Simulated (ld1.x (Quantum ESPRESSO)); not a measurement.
An all-electron radial function and its pseudo partner (Tb)

Columns: radius, all-electron u(r) and pseudo u(r) of the 6s shell (level -22.63 eV) of terbium in the configuration [Kr] 4d10 4f8 5s2 5p6 5d0 6s0 6p0; PBEsol, scalar-relativistic, PAW scheme, ld1.x (Quantum ESPRESSO) 7.5.

```tsv
r (bohr)	all-electron	pseudo
0.132	0.0966	0.3007
0.265	0.0096	0.5787
0.398	-0.2250	0.8094
0.530	-0.1478	0.9742
0.663	0.0690	1.0651
0.795	0.2563	1.0774
0.928	0.3559	1.0158
1.060	0.3653	0.8916
1.193	0.3059	0.7186
1.325	0.2026	0.5173
1.458	0.0752	0.3030
1.590	-0.0586	0.0955
1.723	-0.1893	-0.0951
1.855	-0.3077	-0.2574
1.988	-0.4116	-0.3901
2.120	-0.4973	-0.4911
2.252	-0.5653	-0.5652
2.385	-0.6166	-0.6175
2.518	-0.6524	-0.6526
2.650	-0.6739	-0.6739
2.782	-0.6834	-0.6834
2.915	-0.6825	-0.6825
3.048	-0.6729	-0.6729
3.180	-0.6560	-0.6560
3.312	-0.6335	-0.6335
3.445	-0.6064	-0.6064
```

(1) How many radial nodes do the two functions have?

(2) At about which radius was the pseudo-wave matched?

(3) Is the pseudo-wave norm-conserving?

## Answers

(1) The all-electron 6s function has n − l − 1 = 5 (the table is too coarse to show those close to the nucleus); the pseudo-wave has 1, since 1 lower shell of the same l stays in the valence.

(2) 2.65 bohr, where the columns begin to agree (steps of 0.13 bohr).

(3) No, it belongs to a PAW set: the norm inside the radius is not constrained, and the difference is carried by the augmentation charge.
